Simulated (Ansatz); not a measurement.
Breaking the Bi1–H2 bond in BiBrH2 (SMILES [Br][BiH2]) (multiplicity 1 held, fragments rigid). Energies count from the point at 1.801 Å.
Geometry at that point (charge 0, multiplicity 1):
```xyz
4

Bi    -0.43377    -0.48630     0.40451
H     -1.89863    -0.15661    -0.59035
H     -0.03489    -1.88035    -0.66402
Br     1.08391     1.21142    -0.92343
```

R- and RO- levels are restricted; in cc, def2 and unpolarised 6-31G sets they are followed outwards from rest. U- levels take the lowest unrestricted solution at each point, which mixes spins at long bonds. Active spaces are followed from a long bond inwards. Levels need not reach the same state.

Cores are frozen in the correlated methods. Filled d and f shells under p-block atoms count as core.

Programs: Ansatz (Gaussian basis) for Hartree–Fock, density functionals and correlated methods. Each number belongs to the level named beside it. In def2 rows elements past Kr take small-core potentials, without spin–orbit coupling.

Energies in kcal/mol.

| R (Å) | U-HF/def2-TZVPP | U-r2SCAN/def2-TZVPP | R-MP2/def2-TZVPP | FIC-MRCISD+Q on CASSCF(2,2)/def2-TZVPP |
|---|---|---|---|---|
| 1.441 | 28.3 | 29.3 | 29.5 | 30.6 |
| 1.621 | 4.5 | ? | 5.2 | 5.8 |
| 1.801 | 0.0 | 0.0 | 0.0 | 0.0 |
| 1.981 | 5.1 | 3.7 | 4.4 | 3.6 |
| 2.161 | 14.8 | 11.7 | 13.2 | 11.3 |
| 2.432 | 27.8 | 26.4 | 29.3 | 24.9 |
| 2.702 | 34.0 | 39.8 | 45.1 | 37.3 |
| 3.152 | 38.0 | ? | 66.6 | 51.1 |
| 3.602 | 39.1 | 56.7 | 80.8 | 57.3 |
| 4.143 | 39.5 | ? | 88.9 | 59.8 |
| 4.863 | 39.5 | 60.0 | 88.2 | 60.5 |
| 5.764 | 39.6 | 60.2 | 76.1 | 60.7 |

Question: Some entries are withheld; supply them.

Answer: 
- 3.152, U-r2SCAN/def2-TZVPP: 51.4
- 4.143, U-r2SCAN/def2-TZVPP: 59.2
- 1.621, U-r2SCAN/def2-TZVPP: 5.4

Doubts at one or more of the structures used: a spin-contaminated determinant (U-HF/def2-TZVPP, U-r2SCAN/def2-TZVPP); a restricted determinant that unrestricted orbitals would lower (R-MP2/def2-TZVPP).

Ansatz is a program for electronic structure.
